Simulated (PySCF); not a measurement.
## Radial density of Tl²⁺ (thallium, charge +2)

B97-3, [Xe] 4f14 5d10 6s1, 2S determinant. Computed with PySCF 2.14 in aug-cc-pVQZ-PP with one added diffuse shell each of s, p, d, f, g type with ECP60MDF (8s8p6d4f3g, 117 functions), with a scalar-relativistic core potential. This is the valence pseudo-density: the core potential removes the inner electrons and smooths the orbitals near the nucleus.

```
r (bohr)  4πr²ρ (e/bohr)  4πr²(ρα − ρβ)
  0.0369       1.670e-05         0.0000
  0.0620       3.393e-05         0.0000
   0.104       0.0001605         0.0000
   0.175        0.001882         0.0000
   0.295         0.05660         0.0012
   0.496           2.528         0.0567
   0.835           18.30         0.0505
    1.40           11.05         0.2476
    2.36           1.791         0.5518
    3.97         0.07408         0.0514
    6.68       0.0002101         0.0002
```

Energies and moments cover only the electrons outside the core potential. Spin-orbit coupling, which splits the p, d and f shells strongly at this Z, is absent.
